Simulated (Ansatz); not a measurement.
V5O22H19, relaxed as a singlet with RKS r2SCAN-D4/def2-SVP in Ansatz, starting from the GFN1-xTB geometry. Force threshold 0.03 eV/Å.

Single mean-field runs in def2-SVP are fitted with def2-universal-jkfit. In the singlet geometry the species has come apart into loosely held pieces. The relaxation made no stability test and no search for a lower SCF solution.

Start:

```xyz
46

V     1.286   -1.323   -0.215
V     0.954    2.377    1.628
V     4.553    0.637    1.095
V    -2.259   -3.341   -1.422
V    -2.660    1.097   -0.996
O    -1.860   -4.946   -1.124
O    -3.119    2.202   -2.233
O    -3.635   -3.290   -2.363
O    -1.005   -2.686   -2.251
O    -4.191    0.844   -0.381
O     1.222   -2.974   -0.509
O    -1.078    1.403   -0.974
O    -2.485   -2.615   -0.067
O     0.652   -0.640   -1.639
O    -2.158   -0.143    0.952
O    -2.570   -0.411   -1.895
O    -2.689    2.870    0.601
O     5.345   -0.713    0.499
O     2.226    3.368    2.015
O     0.330   -0.910    0.970
O     2.772   -0.795    0.089
O     1.225    0.907    2.532
O     1.028    1.860    0.122
O    -0.502    2.922    1.872
O     3.601    0.409    2.374
O     5.843    1.562    1.638
O     3.780    1.640    0.044
H    -1.740   -5.708   -0.565
H    -2.527    2.711   -2.787
H    -4.458   -3.252   -2.839
H    -0.372   -1.945   -2.217
H    -4.911    0.709    0.231
H     0.774   -3.815   -0.525
H    -0.136    1.608   -0.535
H    -2.416   -1.066    0.732
H     0.048    0.087   -1.818
H    -1.178   -0.260    1.049
H    -3.391   -0.877   -2.076
H    -3.285    2.713    1.338
H     5.017   -1.509    0.077
H     2.958    3.976    2.032
H     0.892    0.102    2.054
H    -1.784    2.953    1.049
H     2.578    0.556    2.548
H     6.456    2.046    2.183
H     2.867    1.660   -0.293
```

| step | energy (eV) | largest force component (eV/Å) | SCF passes |
| --- | --- | --- | --- |
| 1 | -173732.1933 | 2.933 | 51 |
| 2 | -173734.0042 | 1.459 | 28 |
| 3 | -173734.6461 | 0.951 | 34 |
| 4 | -173734.9514 | 0.451 | 35 |
| 5 | -173735.1971 | 0.829 | 33 |
| 6 | -173735.4451 | 0.452 | 33 |
| 7 | -173735.6326 | 1.143 | 34 |
| 8 | -173735.7566 | 0.525 | 33 |
| 9 | -173735.8300 | 0.408 | 28 |
| 10 | -173735.8920 | 0.485 | 34 |
| 11 | -173735.9824 | 0.310 | 28 |
| 13 | -173736.1443 | 0.400 | 28 |
| 15 | -173736.2502 | 0.347 | 28 |
| 17 | -173736.3569 | 0.227 | 34 |
| 19 | -173736.4198 | 0.484 | 34 |
| 21 (rejected) | -173736.4251 | 0.551 | 33 |
| 23 | -173736.4658 | 0.183 | 28 |
| 25 (rejected) | -173736.4537 | 0.390 | 28 |
| 27 | -173736.4745 | 0.090 | 27 |
| 29 | -173736.4765 | 0.093 | 27 |
| 31 | -173736.4769 | 0.113 | 26 |
| 33 | -173736.4781 | 0.016 | 28 |

Force components are those of the run's own axes.

End:

```xyz
46

V     1.1253   -1.7732    0.1072
V     0.9657    2.3773    1.9718
V     4.6637    1.3598    0.8279
V    -2.3083   -3.5114   -1.5906
V    -2.4525    1.0031   -1.1549
O    -2.4784   -5.2545   -1.6182
O    -2.8481    2.2607   -2.3051
O    -3.8111   -2.7229   -2.2313
O    -0.9917   -3.0557   -2.5509
O    -4.0636    0.9062   -0.4015
O     0.7143   -3.4712    0.3537
O    -0.7063    1.1324   -1.1495
O    -2.1162   -2.9444   -0.1100
O     0.4428   -1.2953   -1.5119
O    -2.1191   -0.2607    0.6708
O    -2.5127   -0.4383   -2.1042
O    -2.2121    2.5751    0.3435
O     4.5056    0.1727   -0.3946
O     2.0460    3.6658    2.4562
O     0.3962   -0.8155    1.2666
O     2.7183   -1.5834    0.1562
O     1.5050    0.7338    2.7935
O     1.0738    2.1270    0.3532
O    -0.5725    2.6316    2.3636
O     4.0113    0.7676    2.1607
O     6.3395    1.7989    1.0936
O     3.7352    2.8063    0.3661
H    -2.6302   -5.7837   -0.8212
H    -2.1216    2.8444   -2.5753
H    -4.0640   -2.9543   -3.1396
H    -0.3446   -2.2991   -2.2007
H    -4.0743    0.5972    0.5199
H    -0.2245   -3.5694    0.6021
H    -0.0241    1.5802   -0.5264
H    -2.2988   -1.1990    0.4411
H     0.0207   -0.3989   -1.5703
H    -1.1730   -0.3195    0.9791
H    -3.2455   -1.1108   -2.1636
H    -3.0811    2.8720    0.6473
H     3.8727   -0.6051   -0.2357
H     2.8312    3.6979    1.8596
H     1.0354   -0.0370    2.2044
H    -1.6175    2.5534    1.1524
H     2.4985    0.6135    2.6931
H     6.7597    1.6949    1.9607
H     2.8309    2.6314    0.0112
```

Bonds lost: V3–O21, O25–H44 (atoms count from 1). Bonds formed: O22–H44 (atoms count from 1). The end holds 4 separate pieces.

No frequencies were taken in this run, so the end may be a saddle point.

Hardware: 2 threads of AMD EPYC 7R13 on a shared host and a share (18 GiB) of an NVIDIA H100 80GB HBM3. Wall time 3.8 min, peak host memory 1.2 GiB.
